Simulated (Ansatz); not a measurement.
The same path of C$_{2}$H$_{7}$BrOSi (12 atoms, charge 0, multiplicity 1) was run twice with different band settings. The coordinate that changes most is the dihedral H7–C2–Si3–H9.

Computed with RKS B3LYP/def2-SVP in Ansatz.

Relaxed end points:

```xyz
12
Properties=species:S:1:pos:R:3
O -0.407 -0.541 1.952
C -0.739 0.558 1.104
Si 0.489 0.663 -0.348
C 0.409 -0.945 -1.350
Br -1.316 -1.108 -2.297
H 0.411 -0.324 2.418
H -1.749 0.362 0.707
H -0.808 1.515 1.658
H 0.243 1.837 -1.234
H 1.870 0.759 0.226
H 1.193 -1.014 -2.116
H 0.480 -1.817 -0.686
```

```xyz
12
Properties=species:S:1:pos:R:3
O -1.722 0.308 1.302
C -0.326 0.542 1.362
Si 0.507 0.735 -0.342
C 0.634 -0.945 -1.234
Br -1.114 -1.872 -1.339
H -1.874 -0.494 0.780
H -0.181 1.487 1.915
H 0.211 -0.230 1.954
H -0.258 1.676 -1.207
H 1.913 1.223 -0.177
H 0.981 -0.846 -2.272
H 1.305 -1.639 -0.709
```

Common settings: movable images 5; climbing image yes; spring 5.0 eV/Å²; optimiser quadratic models (default); start path through a guess of the saddle point; iteration limit 60; end points relaxed.

| run | force threshold |
| --- | --- |
| 1 | 0.05 eV/Å |
| 2 | 0.5 eV/Å |

(1) What does each run give, and how far can it be trusted?

Results:

(1) Run 1: converged after 7 iterations, highest image 0.202 eV above the first end. A vibrational analysis at the climbing image gives one clearly imaginary mode, 128i cm⁻¹: a first-order saddle point.
Run 2: converged after 4 iterations, highest image 0.209 eV above the first end. The threshold of 0.5 eV/Å is loose, so the images may lie well off the minimum-energy path. The order of the stationary point at the top wasn't checked.
